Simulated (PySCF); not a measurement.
Isomers of C5H10F2, one conformer each; single-point electronic energies without zero-point terms and without any empirical dispersion term.

All values: wB97X-D/pcSseg-2 (PySCF, non-relativistic), each on one gas-phase PBE0-D3(BJ)/def2-TZVP geometry that isn't relaxed in the solvent. The solvent is an IEF-PCM continuum (van der Waals radii × 1.2). Only the electrostatic response of the medium enters.

| isomer | relative energy, gas (kcal/mol) | dipole (D) |
| --- | --- | --- |
| (CH3CH2)2CF2 (`CCC(F)(F)CC`) | 0.0 | 2.34 |
| (CH3)3CCHF2 (`CC(C)(C)C(F)F`) | 4.1 | 2.21 |

How do the relative energies look in chloroform (ε = 4.711)?

| isomer | relative energy, solvent (kcal/mol) | E(solvent) − E(gas) (kcal/mol) | dipole in solvent (D) |
| --- | --- | --- | --- |
| (CH3CH2)2CF2 (`CCC(F)(F)CC`) | 0.0 | -2.6 | 2.83 |
| (CH3)3CCHF2 (`CC(C)(C)C(F)F`) | 4.2 | -2.4 | 2.63 |

The order is unchanged. Conformers: `[CH3:1][CH2:2][C:3]([F:4])([F:5])[CH2:6][CH3:7]` with C1–C2–C3–F4 58°, C2–C3–C6–C7 62°. (CH3CH2)2CF2 (`CCC(F)(F)CC`) gains most from the continuum, and it has the largest gas-phase dipole. The gains span 0.2 kcal/mol, the gas-phase energies 4.1 kcal/mol.
